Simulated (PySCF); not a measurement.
## Fractional electron number in Eu (europium, neutral)

The 6s beta orbital of [Xe] 4f7 6s2 is emptied in steps (occupation f), with all orbitals relaxed, ending at [Xe] 4f7 6s1. Calculation: PySCF 2.14, in def2-TZVP with the def2 core potential (28 electrons) (10s7p5d4f1g, 93 functions); scalar relativity through the core potential. The exact energy is a straight line in f; departures are measured from the line between the end points of the same method.

```json
{"f": "1", "TPSS (eV)": "0.000"}
{"f": "0.9", "TPSS (eV)": "-0.186"}
{"f": "0.7", "TPSS (eV)": "-0.441"}
{"f": "0.5", "TPSS (eV)": "-0.538"}
{"f": "0.3", "TPSS (eV)": "-0.470"}
{"f": "0.1", "TPSS (eV)": "-0.211"}
{"f": "0", "TPSS (eV)": "0.000"}
```

Question: For TPSS, how does the orbital energy at f = 1 compare with the removal energy?

Answer: −ε = 3.426 eV against a total-energy difference of 5.483 eV. By Janak's theorem ε = ∂E/∂f, so the gap between them reflects the curvature. Along the path −ε is 3.817 (f = 0.9), 4.602 (f = 0.7), 5.400 (f = 0.5), 6.263 (f = 0.3), 7.356 (f = 0.1) eV.

Reference removal energy between the ground levels: 5.670 eV (measured; NIST Atomic Spectra Database, ionization energies).
